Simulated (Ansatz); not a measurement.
InO (SMILES [O]=[In]), doublet, geometry from GFN2-xTB (such geometries of metal compounds can be far from the true shape) (core potentials on In); SC-NEVPT2/def2-SVP, CASSCF(5,7) (Ansatz, a quantum-chemistry and plane-wave program).

Ansatz was given this input:
Ansatz 0.2 input:
```yaml
crystal:
  periodic: [false, false, false]
  atoms:
    - {symbol: In, position_ang: [-0.00000000, -0.00000000, -0.25925626]}
    - {symbol: O, position_ang: [0.00000000, 0.00000000, 1.58794457]}
basis:
  gaussian:
    orbitals: def2-SVP
correlation: {method: sc_nevpt2, electrons: all, active_space: {window: {electrons: 5, orbitals: 7}}}
magnetization: {spin_polarized: false, initial_magnetization: 1}
```

Q: Write the output that Ansatz gives for this input, abridged.

A: 
```
Functional definition: HF
466 factors; integrals over basis functions are off by at most 2.4e-4 eV
mean field evaluation 1: about -7174.3746 eV, gradient 4.9e1 eV
mean field evaluation 2: about -7174.4192 eV, gradient 4.9e1 eV
mean field evaluation 4: about -7181.3980 eV, gradient 3.3e0 eV
mean field evaluation 8: about -7182.2816 eV, gradient 3.3e0 eV
mean field evaluation 16: about -7182.3396 eV, gradient 1.5e-6 eV
mean field evaluation 32: about -7182.6460 eV, gradient 1.7e-1 eV
mean field evaluation 64: about -7182.4462 eV, gradient 6.2e0 eV
mean field evaluation 96: about -7176.7431 eV, gradient 3.8e1 eV
mean field evaluation 128: about -7182.6006 eV, gradient 7.1e-1 eV
mean field evaluation 160: about -7182.1382 eV, gradient 4.3e0 eV
mean field evaluation 192: about -7182.3396 eV, gradient 5.3e-3 eV
mean field evaluation 224: about -7182.2801 eV, gradient 5.6e-1 eV
mean field -7182.64960442 eV, -263.9575043879 hartree, gradient 1.3e-6 eV, S^2 0.750000; 12 other end points of the search recorded, 0 dependent functions left out
reference -7182.64960442 eV, -263.9575043879 hartree; 15, 14 occupied and 25, 26 virtual orbitals, 466 factors
state -7184.58683563 eV, -264.0286963214 hartree
state -7184.58683563 eV, -264.0286963214 hartree; corrected -7188.52040036 eV, -264.1732521592 hartree
state -7184.05041666 eV, -264.0089832881 hartree
state -7184.05041666 eV, -264.0089832881 hartree; corrected -7189.18323065 eV, -264.1976107229 hartree
state -7184.05041666 eV, -264.0089832881 hartree; corrected -7189.18323065 eV, -264.1976107229 hartree
state -7184.03928952 eV, -264.0085743731 hartree
state -7184.03928952 eV, -264.0085743731 hartree; corrected -7188.85814373 eV, -264.1856639990 hartree
state -7184.05041666 eV, -264.0089832881 hartree; corrected -7189.18323065 eV, -264.1976107229 hartree
the orbitals are reached from a further start. From the first start the search ends at -7184.03886255 eV, -264.0085586822 hartree
WARN: the results are in doubt because another end's mean lies 0.536 eV lower, and its corrected mean 0.663 eV higher
Total energy: -7189.18323065 eV, -264.1976107229 hartree
In doubt: another end's mean lies 0.536 eV lower, and its corrected mean 0.663 eV higher
```
